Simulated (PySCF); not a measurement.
# Static response to an electric field

Si(vinyl)2(SiMe3)2, C10H24Si3.
Geometry (PBE0-D3(BJ)/def2-SVP, Å), atoms numbered from 1 in this order:
```
atom  x, y, z in Å
Si1    0.5648   -0.0289    0.3322
C2     0.7574    0.0815    2.2065
C3     1.6837    0.8117    2.8418
H4     0.0318   -0.4621    2.8276
H5     2.4404    1.3859    2.2949
H6     1.7330    0.8678    3.9355
C7     2.2418   -0.1211   -0.5225
C8     3.4097   -0.4333    0.0536
H9     2.2462    0.0668   -1.6062
H10    3.4843   -0.6386    1.1272
H11    4.3410   -0.4980   -0.5205
Si12  -0.5512    1.9136   -0.3806
C13   -1.0202    1.7808   -2.2065
C14   -2.1090    2.1516    0.6583
C15    0.6020    3.3853   -0.1215
H16   -1.4913    2.7147   -2.5549
H17   -1.7366    0.9605   -2.3714
H18   -0.1375    1.5915   -2.8373
H19   -2.8109    1.3126    0.5340
H20   -1.8498    2.2201    1.7266
H21   -2.6324    3.0792    0.3745
H22    0.8806    3.4729    0.9405
H23    1.5288    3.2683   -0.7047
H24    0.1201    4.3284   -0.4277
Si25  -0.5995   -1.9841   -0.2529
C26   -2.4223   -1.8600    0.2290
C27   -0.4568   -2.2330   -2.1196
C28    0.1990   -3.4454    0.6355
H29   -2.9515   -2.7997    0.0010
H30   -2.9220   -1.0485   -0.3232
H31   -2.5411   -1.6574    1.3051
H32   -0.8908   -1.3873   -2.6751
H33    0.5990   -2.3272   -2.4187
H34   -0.9816   -3.1504   -2.4334
H35    1.2700   -3.5070    0.3866
H36    0.1139   -3.3377    1.7284
H37   -0.2775   -4.3972    0.3485
```

Level: CAM-B3LYP/def2-SVPD (PySCF), static field, nuclei fixed, core orbitals frozen in the response. The polarisability tensor in these axes (au):

```
x   212.44   1.57  13.42
y     1.57 208.34   3.00
z    13.42   3.00 194.78
```

Q: Give the principal values, the mean and the anisotropy Δα = √{½[(α1 − α2)² + (α2 − α3)² + (α1 − α3)²]}.

A: Principal values 187.37, 207.85 and 220.34 au; mean 205.19 au = 30.41 Å³ = 33.83 × 10⁻⁴⁰ C²·m²/J; Δα = 28.83 au (14 % of the mean).

Q: What is the dipole moment, and where does it point?

A: (-0.26, 0.00, -0.07) D, 0.27 D in size, pointing from the negative to the positive side. Measured along this direction, the outermost atoms are H11 at the negative end and H30 and H29 at the positive end.

Q: Form Σ f/ω² (atomic units) for the 10 lowest TDDFT singlets, given as eV and f, and set it beside the mean polarisability, which is this sum over all singlets: 5.30, 0.0428; 5.72, 0.1896; 6.07, 0.0181; 6.16, 0.0169; 6.33, 0.0499; 6.44, 0.0385; 6.55, 0.1158; 6.81, 0.0862; 6.96, 0.0271; 7.03, 0.0103.

A: They add up to 11.67 au, 5.7 % of the 205.19 au; the largest single term is 4.29 au, from the state at 5.72 eV. Terms in order: 1.13, 4.29, 0.36, 0.33, 0.92, 0.69, 2.00, 1.38, 0.41, 0.15 au. Higher excitations give the rest. The strengths listed sum to 0.595.

Q: What molar refraction does this α imply?

A: Lorentz–Lorenz: R = (4π/3)N_A α = 2.5225 cm³/(mol·Å³) × 30.41 Å³ = 76.7 cm³/mol, in the limit of long wavelengths.

Q: Refractivity n − 1 of an ideal gas of it at 500 K and 1 atm, from the electronic α?

A: N = p/kT = 1.4678 × 10¹⁹ cm⁻³, so n − 1 = 2π × N × 30.41 × 10⁻²⁴ cm³ = 2804 × 10⁻⁶ at long wavelengths.

Q: Along which axes do the principal values lie, and how far do the nuclei extend along each?

A: Largest value along (0.85, 0.23, 0.47), where the nuclei span 6.69 Å; middle along (-0.25, 0.97, -0.03), 8.38 Å; least along (-0.47, -0.09, 0.88), 5.16 Å. The strongest response doesn't lie along the longest of the three spans.

Isolated species at its PBE0-D3(BJ)/def2-SVP geometry (one conformer only).

The run behind these numbers computed excited states as well. Hardware: 2 threads, AMD EPYC 9R45 (x86_64), on a shared host. Cost: 2.7 min wall, 5.9 min CPU (with the writing of density and orbital grids), 4.4 GiB resident at most.
